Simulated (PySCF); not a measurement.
**MoO3, singlet: molecular constants**

Level of theory: PBE/[Mo def2-TZVP with ECP28, O def2-TZVP], scalar-relativistic core potentials, density fitting, no spin–orbit coupling, PySCF.

The structure is a minimum.

```xyz
4
charge 0 multiplicity 1, angstrom
Mo    0.0000   -0.1928    0.0000
O    -0.0001    0.3945    1.6132
O     1.3971    0.3945   -0.8065
O    -1.3970    0.3945   -0.8066
```

| Quantity | Value |
| --- | --- |
| Point group | C3v |
| Bond lengths | Mo–O 1.717 Å (×3) |
| Bond angles | O–Mo–O 108.9° (×3) |
| Enthalpy at 298.15 K above 0 K | 13.48 kJ/mol |
| Entropy at 298.15 K and 1 bar | 284.8 J/(mol K) |
| Highest occupied level | -7.37 eV |
| Lowest empty level | -5.45 eV |
| Rotational symmetry number | 3 |
| Principal quadrupole moments (Buckingham, traceless) about the centre of mass | -5.25, -5.25, 10.51 D Å |
| Rotational constants | 0.2292, 0.2292, 0.135 cm⁻¹ |
| Dipole moment | 4.98 D |
| Atomisation energy without zero-point energy | 1931 kJ/mol |
| Zero-point energy | 22.7 kJ/mol |
| Principal polarisabilities | 25.6, 49.5, 49.5 bohr³ |
| Heat capacity Cp at 298.15 K | 59.4 J/(mol K) |

Harmonic modes (masses in u: Mo 97.905, O 15.995):
| symmetry | ω (cm⁻¹) | IR (km/mol, summed over degenerate members) |
| --- | --- | --- |
| a1 | 265 | 31.3 |
| e | 334 | 2.1 |
| e | 942 | 362 |
| a1 | 979 | 3.2 |

In C3v the vibrations span 2a1 + 2e.

Charges (e):
```
  atom  Mulliken  Löwdin  polar tensor  Mayer order to Mo1
   Mo1      1.53    0.80          1.84                   –
O2,3,4     -0.51   -0.27         -0.61                1.84
```

Mulliken populations on Mo1 (electrons outside its core potential): s 2.15, p 6.20, d 4.05, f 0.08.

Formally Mo is in oxidation state +6, d0. A d0 centre has no lone pair, yet it is C3v rather than trigonal planar: covalent bonding through the d orbitals favours lower symmetry. The polar-tensor charge on Mo, 1.84, is far below the formal one.

Only a few start shapes were tried, so a lower isomer may exist.

The final relaxation and frequency run took roughly 70 core-seconds on a shared host.
